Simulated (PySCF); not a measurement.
# Two-component Hartree-Fock for Zn (zinc, neutral)

Start: [Ar] 3d10 4s1 4p1; 4s1/2 filled at m_j = +1/2; 4p3/2 filled at m_j = +3/2. Calculated with PySCF 2.14 in x2c-TZVPall-2c with one added diffuse shell each of s, p, d type (7s8p5d1f, 63 functions): generalised Hartree-Fock with the X2C-1e Hamiltonian and a Gaussian nucleus; one run each with spin-orbit coupling (SO) switched off, then screened by Boettger's factors. This is a chosen level, not necessarily the ground level.

| spinor shell | electrons | ε, spin-free (eV) | ε, screened SO (eV) | weight of nominal j (screened SO) | rms radius, screened SO (bohr) |
| --- | --- | --- | --- | --- | --- |
| 1s1/2 | 2 | -9731.6 | -9731.4 | 1.000 | 0.0580 |
| 2s1/2 | 2 | -1235.2 | -1235.2 | 1.000 | 0.244 |
| 2p1/2 | 2 | -1066.6 | -1083.0 | 1.000 | 0.217 |
| 2p3/2 | 4 | -1066.6 | -1058.7 | 1.000 | 0.220 |
| 3s1/2 | 2 | -159.49 | -159.52 | 1.000 | 0.732 |
| 3p1/2 | 2 | -107.30 | -109.55 | 1.000 | 0.770 |
| 3p3/2 | 4 | -107.30 | -106.25 | 1.000 | 0.780 |
| 3d3/2 | 4 | -22.502 | -22.794 | 0.995 | 0.998 |
| 3d5/2 | 6 | -22.502 | -22.350 | 0.997 | 1.01 |
| 4s1/2 | 1 | -10.965 | -10.974 | 0.999 | 2.95 |
| 4p3/2 | 1 | -5.181 | -5.159 | 1.000 | 4.04 |

```tsv
quantity	spin-free	screened SO
E (hartree)	-1794.12537	-1794.17561
M_J	2	2
⟨J²⟩	6.010	6.010
⟨L²⟩	2.007	2.009
⟨S²⟩	2.003	2.004
```

Without spin-orbit coupling the j labels of p, d and f shells carry no meaning; the spin-free column gives the mean over the occupied spinors of each nl shell.
